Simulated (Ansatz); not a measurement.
```yaml
crystal:
  periodic: [false, false, false]
  atoms:
    - {symbol: In, position_ang: [-0.978651, 1.532832, -0.743779]}
    - {symbol: B, position_ang: [0.301359, -0.076492, 0.120884]}
    - {symbol: C, position_ang: [0.683803, -1.466375, 0.627712]}
    - {symbol: O, position_ang: [1.541978, -0.260777, 0.583135]}
    - {symbol: H, position_ang: [-1.065466, 1.785909, -2.448115]}
    - {symbol: H, position_ang: [-1.964986, 2.527303, 0.263481]}
    - {symbol: H, position_ang: [0.461527, -1.791161, 1.639991]}
    - {symbol: H, position_ang: [1.020437, -2.251240, -0.043310]}
basis:
  gaussian: {orbitals: def2-SVPD}
magnetization: {spin_polarized: true, initial_magnetization: 0}
hamiltonian: {xc: {name: B3LYP-D3}}
scf: {lower_state_search: full}
```

```sh
$ ansatz run in.yaml --threads 2 --pin off --events-out ev --progress --plain --max-ram 4352MiB
```

Problem. How does Ansatz answer? (Best estimate.)

Solution. Computed: The program refused the input.
```
Error: YAML parse error: error: line 15 column 19: hamiltonian.xc: no functional is named "B3LYP-D3"; the names, which are not case-sensitive, are SVWN5, SPW92, PBE, PBE0, PBEsol, revPBE, revPBE0, RPBE, rPW86-PBE, HSE06, wPBEh, LC-wPBE, HISS, HF, BLYP, B3LYP, B3LYP5, BHLYP, CAM-B3LYP, r2SCAN, r2SCANh, r2SCAN0, r2SCAN50, m-r2SCAN, B97, wB97, wB97X, wB97X-V, B97M-V, wB97M-V, B2PLYP, B2GP-PLYP, PBE0-DH, PBE-QIDH
13 |   gaussian: {orbitals: def2-SVPD}
14 | magnetization: {spin_polarized: true, initial_magnetization: 0}
15 | hamiltonian: {xc: {name: B3LYP-D3}}
16 | scf: {lower_state_search: full}
```

HSE06 is defined as in plane-wave codes.
